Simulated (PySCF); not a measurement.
# Run times: osmium in cc-pVTZ-PP with ECP60MDF

Measured wall times of calculations with PySCF 2.14 in cc-pVTZ-PP with ECP60MDF (5s5p4d2f1g, 63 functions), with scalar relativity through the core potential, run from one Python driver. Hardware: 1 thread of Neoverse-N1 on a shared host, 1.3 GiB allowed. The two-electron integrals over 63 functions were computed once and kept in memory (0.68 CPU seconds with the set-up); the times below exclude them. Kohn-Sham runs start from converged Hartree-Fock orbitals.

Launch command (the driver calls PySCF for each step listed in the task file):

```bash
OMP_NUM_THREADS=1 python atomrun2.py TASK.json OUT
```

```json
{"species": "Os [Xe] 4f14 5d6 6s2", "step": "UHF", "iterations": "9", "wall time (s)": "0.67"}
{"species": "Os [Xe] 4f14 5d6 6s2", "step": "MN15", "iterations": "9", "wall time (s)": "4.7"}
{"species": "Os [Xe] 4f14 5d6 6s2", "step": "MP2 (8 electrons)", "iterations": "", "wall time (s)": "0.18"}
{"species": "Os⁺ [Xe] 4f14 5d6 6s1", "step": "UHF", "iterations": "7", "wall time (s)": "0.54"}
{"species": "Os⁺ [Xe] 4f14 5d6 6s1", "step": "MN15", "iterations": "6", "wall time (s)": "3.2"}
{"species": "Os⁺ [Xe] 4f14 5d6 6s1", "step": "r2SCAN", "iterations": "6", "wall time (s)": "3.1"}
{"species": "Os⁺ [Xe] 4f14 5d6 6s1", "step": "MP2 (7 electrons)", "iterations": "", "wall time (s)": "0.18"}
```

Task: Roughly how long does r2SCAN take for Os [Xe] 4f14 5d6 6s2 here?

Result: About 5 s.

Peak memory of the process: 0.25 GiB. Times on a shared host vary from run to run.
